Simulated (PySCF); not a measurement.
## A computed series [M(NH3)3]3+

Computed with PySCF 2.14.0, BP86, def2-SVP on the ligands, density fitting, scalar-relativistic core potentials, no spin-orbit coupling, vacuum. Each member is relaxed from one template within its symmetry. Distances are means of the shortest metal–ligand contacts, charges and spins Mulliken's; removal energies are rigid, with the ligand's formal charge and no counterpoise, so too large; for an anion taken off a cation in vacuum most of it is the attraction of opposite charges, and multiply charged cations can part far more cheaply with an electron moved from ligand to metal. lcecp potentials hold a fixed number of 4f electrons in the core, out of states, spins and gaps.

```tsv
metal	basis on the metal	point group	M–NH3 (Å)	charge on M (e)	removal of one NH3 (eV)	strongest infrared band, degenerate modes summed (cm⁻¹)	unstable modes (below −25 cm⁻¹)
La	lcecp-1-SVP with ECP46	C3	2.577	1.84	3.59	–	4 (soft)
Eu	lcecp-1-SVP with ECP52	C3	2.451	1.73	3.94	3222	0 (lowest -12 cm⁻¹, within noise)
Yb	lcecp-1-SVP with ECP59	C3	2.351	1.65	4.29	3210	0
Lu	lcecp-1-SVP with ECP60	C3h	2.350	1.65	4.31	–	4 (soft)
```

A further member has point group C3, M–NH3 (Å) 2.525, charge on M (e) 1.79, removal of one NH3 (eV) 3.73, strongest infrared band, degenerate modes summed (cm⁻¹) 3230, unstable modes (below −25 cm⁻¹) 0. Which metal is it?

Pr, lcecp-1-SVP with ECP48. The answer isn't unique; the calculation gave this one.

From La to Lu the M–NH3 distance shrinks by 0.23 Å, the lanthanide contraction, and the energy to remove one NH3 rises by 0.73 eV.

Members with unstable modes aren't minima as they stand: saddle points kept by symmetry or, where the modes are soft, flat surfaces and noise. Moved off a saddle point of the template and relaxed again: La, Pr, Eu, Yb. One start shape was tried for each, so a minimum needn't be the lowest isomer.
